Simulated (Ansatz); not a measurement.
Gas-phase electronic energies from Ansatz, PBE0-D4/def2-TZVP geometries. CBS: MP2 limit from def2 TZ/QZ plus the TZ coupled-cluster correction, frozen cores. Functionals use def2-TZVPP. B3LYP here is the variant with VWN-RPA as its local correlation; programs differ in this. One conformer a species, not always the lowest.

Reaction (ligand exchange at the Si–N bond): `OC/C(O)=N\[SiH3]` + `CBS` → `CBS[SiH3]` + `N=C(O)CO`

```tsv
level	ΔE (kcal/mol)	difference from CCSD(T)/CBS
PBE-D4	-0.9	-0.2
r2SCAN-D4	0.2	0.9
PBE0-D4	-0.9	-0.2
B3LYP-D4	0.9	1.6
ωB97X-V	0.0	0.7
ωB97M-V	0.3	1.0
B2PLYP	0.3	1.0
PBE	-1.3	-0.6
r2SCAN	0.0	0.7
PBE0	-1.3	-0.6
B3LYP	0.4	1.1
HF/def2-TZVPP	0.7	1.4
MP2/def2-TZVPP	-0.2	0.5
SCS-MP2/def2-TZVPP	0.0	0.7
CCSD/def2-TZVPP	-0.1	0.6
CCSD(T)/def2-TZVPP	-0.2	0.5
HF/def2-QZVPP	0.8	1.5
MP2/def2-QZVPP	-0.5	0.2
SCS-MP2/def2-QZVPP	-0.3	0.4
HF/CBS(def2)	0.8	1.5
MP2/CBS(def2)	-0.7	0.0
CCSD/CBS(def2)	-0.6	0.1
CCSD(T)/CBS	-0.7	0
```

Largest T1 diagnostic among the species: 0.013.

In def2-TZVPP, CCSD(T) changes the Hartree–Fock value by −0.9 kcal/mol (the triples alone add −0.1 kcal/mol) and MP2 by −0.9 kcal/mol.
